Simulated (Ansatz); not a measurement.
A structure relaxed at PBE-D4/def2-SVP in Ansatz, charge -1, doublet:

```xyz
17

Cd    1.1555   -0.3967   -3.1045
Cd    1.2188    0.4307    0.9277
Cd    1.5641    2.9952   -1.0991
Cd   -2.3359   -0.0587    2.7517
Cd   -4.1810    0.9960    0.9156
Cd    3.2047   -2.7411    2.1038
Cd   -4.3680    0.6670   -2.0805
Cd    1.7159    0.1111    4.2554
Te   -1.8440    2.9396    0.2616
Te    0.4836   -3.9672   -0.1065
Te   -1.3715    1.0775   -3.4131
Te   -0.4189    2.2956    2.5854
Te   -0.5127   -2.5504   -2.2671
Te    3.6557    0.6188   -2.7729
Te   -1.2828    0.0435   -0.7796
Te    3.6383   -0.4702   -0.1546
Te   -0.3218   -1.9905    1.9766
```

(1) Give its formula.

(2) Summarise the bond lengths by kind (pairs closer than 1.2 times the sum of covalent radii, bridged metal pairs left out).

Results:

(1) the cluster Cd8Te9⁻.

(2) 12 × Cd–Te 2.72 to 3.30 Å; 7 × Te–Te 2.77 to 3.13 Å; 4 × Cd–Cd 2.81 to 3.38 Å.

In the def2 sets Cd, Te take a core potential; there is no spin–orbit coupling. Single mean-field runs in def2-SVP are fitted with def2-universal-jkfit. Another isomer (doublet) lies 4.55 eV lower at PBE0-D4/def2-SVP; other spin states weren't run for this one.
